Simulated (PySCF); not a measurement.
PySCF job for CH12N2Si3, SMILES N[SiH](C[SiH2][SiH3])N, TDA-LC-ωPBE/def2-SVPD. Coordinates come from a PBE0-D3(BJ)/def2-SVP optimisation. The structure was generated by enumeration, and PubChem lists no compound with its InChIKey, so it may never have been made. The values are those of a single conformer.

```python
import numpy as np
from pyscf import gto, scf, dft, tdscf

mol = gto.M(
    atom='''
    N    -1.80590432   -1.28030967   -0.03672317
    Si   -1.29889087    0.26925820   -0.59954739
    N    -2.70901557    1.10272098   -1.13533854
    C    -0.31445883    1.01722469    0.82107951
    Si    1.18199979    0.00388516    1.34843441
    Si    2.50091690   -0.62361142   -0.49244786
    H    -1.25500101   -1.79601651    0.63935633
    H    -2.32838896   -1.90127324   -0.64348945
    H    -0.39356036    0.30777639   -1.79868601
    H    -3.50582286    1.23587491   -0.52370602
    H    -2.64655546    1.82585072   -1.84112594
    H    -0.96783360    1.17123029    1.69729631
    H     0.04272457    2.01086793    0.49921529
    H     2.04051941    0.74748345    2.32647349
    H     0.73266054   -1.25446032    2.03321305
    H     3.78194275   -1.23924768   -0.02201362
    H     2.83315298    0.56400773   -1.34041492
    H     1.78099260   -1.62576814   -1.33831213
    ''',
    basis='def2-SVPD',
    charge=0,
    spin=0,
    max_memory=1600,
    verbose=4,
)
mf = dft.RKS(mol, xc='lc_wpbe').density_fit(auxbasis='def2-universal-jkfit')
mf.grids.level = 3
mf.conv_tol = 1e-9
mf.max_cycle = 100
mf.kernel()
mf.grids = dft.Grids(mol).set(level=1).build(with_non0tab=True)  # coarser grid for the response kernel
td = tdscf.TDA(mf)
td.singlet = True
td.nstates = 6
td.conv_tol = 1e-4
td.positive_eig_threshold = 1e-6
td.kernel(x0=td.get_init_guess(mf, 11))
td.analyze()
tt = tdscf.TDA(mf)
tt.singlet = False
tt.nstates = 2
tt.conv_tol = 1e-4
tt.positive_eig_threshold = 1e-6
tt.kernel(x0=tt.get_init_guess(mf, 7))
tt.analyze(verbose=3)
```

It prints:

```
PySCF version 2.14.0

[INPUT] verbose = 4
[INPUT] num. atoms = 18
[INPUT] num. electrons = 74
[INPUT] charge = 0
[INPUT] spin (= nelec alpha-beta = 2S) = 0
[INPUT] symmetry False subgroup None
[INPUT] Mole.unit = angstrom
[INPUT] Symbol           X                Y                Z      unit          X                Y                Z       unit  Magmom
[INPUT]  1 N     -1.805904320000  -1.280309670000  -0.036723170000 AA   -3.412664571969  -2.419434630932  -0.069396733726 Bohr   0.0
[INPUT]  2 Si    -1.298890870000   0.269258200000  -0.599547390000 AA   -2.454548009998   0.508824254793  -1.132980365798 Bohr   0.0
[INPUT]  3 N     -2.709015570000   1.102720980000  -1.135338540000 AA   -5.119297494483   2.083840644012  -2.145478899264 Bohr   0.0
[INPUT]  4 C     -0.314458830000   1.017224690000   0.821079510000 AA   -0.594241066151   1.922276071246   1.551615400392 Bohr   0.0
[INPUT]  5 Si     1.181999790000   0.003885160000   1.348434410000 AA    2.233655882393   0.007341888350   2.548171731839 Bohr   0.0
[INPUT]  6 Si     2.500916900000  -0.623611420000  -0.492447860000 AA    4.726048001296  -1.178454791951  -0.930591586028 Bohr   0.0
[INPUT]  7 H     -1.255001010000  -1.796016510000   0.639356330000 AA   -2.371608194953  -3.393979319097   1.208208359707 Bohr   0.0
[INPUT]  8 H     -2.328388960000  -1.901273240000  -0.643489450000 AA   -4.400017445861  -3.592885711564  -1.216018824547 Bohr   0.0
[INPUT]  9 H     -0.393560360000   0.307776390000  -1.798686010000 AA   -0.743721293885   0.581613084707  -3.399023942987 Bohr   0.0
[INPUT] 10 H     -3.505822860000   1.235874910000  -0.523706020000 AA   -6.625045046639   2.335465104121  -0.989660947586 Bohr   0.0
[INPUT] 11 H     -2.646555460000   1.825850720000  -1.841125940000 AA   -5.001264992872   3.450357805140  -3.479223787432 Bohr   0.0
[INPUT] 12 H     -0.967833600000   1.171230290000   1.697296310000 AA   -1.828940438152   2.213304476895   3.207425178135 Bohr   0.0
[INPUT] 13 H      0.042724570000   2.010867930000   0.499215290000 AA    0.080737736090   3.799989660371   0.943380175295 Bohr   0.0
[INPUT] 14 H      2.040519410000   0.747483450000   2.326473490000 AA    3.856022836759   1.412539003145   4.396397732161 Bohr   0.0
[INPUT] 15 H      0.732660540000  -1.254460320000   2.033213050000 AA    1.384527762876  -2.370586438934   3.842215817392 Bohr   0.0
[INPUT] 16 H      3.781942750000  -1.239247680000  -0.022013620000 AA    7.146836016284  -2.341838715703  -0.041599712810 Bohr   0.0
[INPUT] 17 H      2.833152980000   0.564007730000  -1.340414920000 AA    5.353883201195   1.065820141838  -2.533017092081 Bohr   0.0
[INPUT] 18 H      1.780992600000  -1.625768140000  -1.338312130000 AA    3.365588243877  -3.072256526644  -2.529043394883 Bohr   0.0

nuclear repulsion = 447.85041185766
number of shells = 102
number of NR pGTOs = 336
number of NR cGTOs = 228
basis = def2-SVPD
ecp = {}


[settings echo left out]
init E= -1022.7047243027
  HOMO = -0.306292746138541  LUMO = 0.0176940411089501  gap/eV = 8.81613
cycle= 1 E= -1022.5837246779  delta_E= 0.121  |g|= 0.491  |ddm|=    5
  HOMO = -0.309957514956213  LUMO = 0.0707207811301565  gap/eV = 10.35878
cycle= 2 E= -1022.62005182221  delta_E= -0.0363  |g|= 0.374  |ddm|= 1.31
  HOMO = -0.371243148445047  LUMO = 0.0732057954455816  gap/eV = 12.09407
cycle= 3 E= -1022.64963238256  delta_E= -0.0296  |g|= 0.0519  |ddm|= 0.463
  HOMO = -0.365043286289936  LUMO = 0.0758031828145298  gap/eV = 11.99604
cycle= 4 E= -1022.6505637072  delta_E= -0.000931  |g|= 0.0156  |ddm|= 0.176
  HOMO = -0.364590432891426  LUMO = 0.0758196018282842  gap/eV = 11.98417
cycle= 5 E= -1022.65063836096  delta_E= -7.47e-05  |g|= 0.00475  |ddm|= 0.0482
  HOMO = -0.365074683843623  LUMO = 0.0756766119216534  gap/eV = 11.99345
cycle= 6 E= -1022.65064639882  delta_E= -8.04e-06  |g|= 0.00104  |ddm|= 0.0185
  HOMO = -0.365056008536441  LUMO = 0.0757085018779975  gap/eV = 11.99381
cycle= 7 E= -1022.65064702424  delta_E= -6.25e-07  |g|= 0.000244  |ddm|= 0.00668
  HOMO = -0.365069645537766  LUMO = 0.0756964929413058  gap/eV = 11.99386
cycle= 8 E= -1022.65064705916  delta_E= -3.49e-08  |g|= 7.23e-05  |ddm|= 0.00193
  HOMO = -0.365064982649749  LUMO = 0.0756983084939034  gap/eV = 11.99378
cycle= 9 E= -1022.65064707103  delta_E= -1.19e-08  |g|= 2.27e-05  |ddm|= 0.000481
  HOMO = -0.365066490433359  LUMO = 0.0756983279239094  gap/eV = 11.99382
cycle= 10 E= -1022.65064707119  delta_E= -1.62e-10  |g|= 1.1e-05  |ddm|= 6.31e-05
  HOMO = -0.365065744457146  LUMO = 0.0756981241622032  gap/eV = 11.99380
Extra cycle  E= -1022.65064707121  delta_E= -2.21e-11  |g|= 9.84e-06  |ddm|= 3.42e-05
converged SCF energy = -1022.65064707121
tot grids = 64320
Overwritten attributes  positive_eig_threshold  of <class 'pyscf.tdscf.rks.TDA'>


******** <class 'pyscf.tdscf.rks.TDA'> for <class 'pyscf.df.df_jk.DFRKS'> ********
nstates = 6 singlet
deg_eia_thresh = 1.000e-03
wfnsym = None
conv_tol = 0.0001
eigh lindep = 1e-12
eigh level_shift = 0
eigh max_cycle = 100


Excitation energies (eV)
[7.15936942 7.31312558 7.48171094 7.58578205 7.95846935 8.12698017]

** Singlet excitation energies and oscillator strengths **
Excited State   1:      7.15937 eV    173.18 nm  f=0.0490
      36 -> 38        0.10208
      36 -> 40        0.20962
      36 -> 43       -0.13384
      37 -> 38        0.42938
      37 -> 39       -0.11199
      37 -> 40        0.33997
      37 -> 42        0.16039
Excited State   2:      7.31313 eV    169.54 nm  f=0.0534
      36 -> 38        0.42279
      36 -> 42        0.12067
      36 -> 43        0.26836
      37 -> 38       -0.23108
      37 -> 40        0.15743
      37 -> 43       -0.28544
Excited State   3:      7.48171 eV    165.72 nm  f=0.0303
      35 -> 38        0.31396
      35 -> 39        0.35650
      35 -> 42       -0.39013
      37 -> 39        0.13911
      37 -> 42       -0.10779
Excited State   4:      7.58578 eV    163.44 nm  f=0.0333
      35 -> 38        0.11405
      35 -> 39       -0.20518
      35 -> 40        0.12061
      35 -> 41        0.57600
Excited State   5:      7.95847 eV    155.79 nm  f=0.0186
      35 -> 39       -0.15593
      36 -> 38        0.18448
      36 -> 40        0.10367
      37 -> 38        0.22429
      37 -> 39        0.32106
      37 -> 40       -0.20380
      37 -> 41       -0.23517
      37 -> 42       -0.20477
Excited State   6:      8.12698 eV    152.56 nm  f=0.0340
      35 -> 38       -0.42343
      35 -> 39        0.11368
      35 -> 40        0.41803
      35 -> 44        0.16824
      37 -> 39        0.16016

** Transition electric dipole moments (AU) **
state          X           Y           Z        Dip. S.      Osc.
  1        -0.2216     -0.3529     -0.3247      0.2791      0.0490
  2        -0.5403     -0.0554      0.0570      0.2983      0.0534
  3         0.0254     -0.1875      0.3600      0.1654      0.0303
  4        -0.1549     -0.3448     -0.1910      0.1793      0.0333
  5        -0.1793      0.1759     -0.1792      0.0952      0.0186
  6        -0.3948      0.1137     -0.0420      0.1706      0.0340

** Transition velocity dipole moments (imaginary part, AU) **
state          X           Y           Z        Dip. S.      Osc.
  1        -0.0606     -0.1010     -0.0971      0.0233      0.0590
  2        -0.1418     -0.0105      0.0214      0.0207      0.0513
  3        -0.0157     -0.0016      0.0439      0.0022      0.0053
  4         0.0100     -0.0198     -0.0297      0.0014      0.0033
  5        -0.0694      0.0270     -0.0374      0.0069      0.0158
  6        -0.1061      0.0411     -0.0101      0.0130      0.0291

** Transition magnetic dipole moments (imaginary part, AU) **
state          X           Y           Z
  1         0.6420      0.8338     -1.4136
  2         0.7957     -0.2054      0.5439
  3         0.2449      0.4256      0.1193
  4        -0.1287     -0.2216      0.2981
  5         0.1709     -0.4597     -0.3579
  6         0.1259      0.0600     -0.3543


******** <class 'pyscf.tdscf.rks.TDA'> for <class 'pyscf.df.df_jk.DFRKS'> ********
nstates = 2 triplet
deg_eia_thresh = 1.000e-03
wfnsym = None
conv_tol = 0.0001
eigh lindep = 1e-12
eigh level_shift = 0
eigh max_cycle = 100


Excitation energies (eV)
[6.41654576 6.43022953]

** Triplet excitation energies and oscillator strengths **
Excited State   1:      6.41655 eV    193.23 nm  f=0.0000
Excited State   2:      6.43023 eV    192.81 nm  f=0.0000
```

Self-consistency was reached.
